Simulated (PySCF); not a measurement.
S⁺ (sulfur, charge +1) across methods

[Ne] 3s2 3p3, high-spin 4S determinant. Calculation: PySCF 2.14, in dyall-acv3z; the spin-free X2C one-electron Hamiltonian (Gaussian nucleus).

```
   method  E (hartree)  mean ε 3s α (eV)  mean ε 3s β (eV)  mean ε 3p α (eV)  Σ⟨r²⟩ (bohr²)   ⟨S²⟩
     BLYP    -398.8466           -28.485           -25.519           -17.573          20.63  3.751
      LDA    -397.4353           -28.707           -25.637           -17.879          20.63  3.750
     PBE0    -398.6970           -31.454           -26.729           -19.478          20.54  3.750
BHandHLYP    -398.8440           -33.758           -28.202           -20.706          20.57  3.751
      UHF   -398.25890           -38.569           -29.189           -23.454          20.69  3.751
      PBE    -398.6652           -28.816           -25.378           -17.908          20.59  3.750
   revPBE    -398.7701           -28.825           -25.284           -17.902          20.58  3.750
   r2SCAN    -398.8078           -29.961           -25.371           -18.461          20.51  3.750
```
